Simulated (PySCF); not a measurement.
# Exercise with solution: entropy of an ideal gas

CH2NS, SMILES N[C]=S, multiplicity 2.

The structure is a stationary point at r2SCAN-D4/def2-TZVP. The isomer is the one that the SMILES or the coordinates give; other isomers of the formula were not compared. The values are those of a single conformer.

PySCF with r2SCAN-D4/def2-TZVP gives the harmonic wavenumbers 374, 458, 592, 884, 1154, 1532, 1631, 3421, 3622 cm⁻¹ and the rotational temperatures 6.0245, 0.2828, 0.2701 K. The molar mass is 60.09 g/mol, the symmetry number 1, the spin multiplicity 2.

Problem. Work out the entropy at 298.15 K and 1 atm in the rigid-rotor, harmonic-oscillator model.

Solution. 
Translation (Sackur–Tetrode at 1 atm): S = R[1.5 ln M + 2.5 ln T − 1.16487] = 159.8 J/(mol K).
Rotation: q = (√π/σ) T^1.5/√(θA θB θC) = 13500, S = R[ln q + 3/2] = 91.5 J/(mol K).
Vibration: with u = 1.4388 ν/T, each mode gives R[u/(e^u − 1) − ln(1 − e^−u)]:
```tsv
ν (cm⁻¹)	modes	u	S (J/(mol K))
374	1	1.80	4.45
458	1	2.21	3.23
592	1	2.86	1.94
884	1	4.27	0.62
1154	1	5.57	0.21
1532	1	7.39	0.04
1631	1	7.87	0.03
```
The stiffer modes add less than 0.005 each. Sum 10.5 J/(mol K).
Spin: R ln 2 = 5.8 J/(mol K).
Total 267.6 J/(mol K); the program's own thermochemistry gives 267.6. Translation makes up 60 % and vibration 4 %. Anharmonicity, hindered rotation and orbital degeneracy are left out.
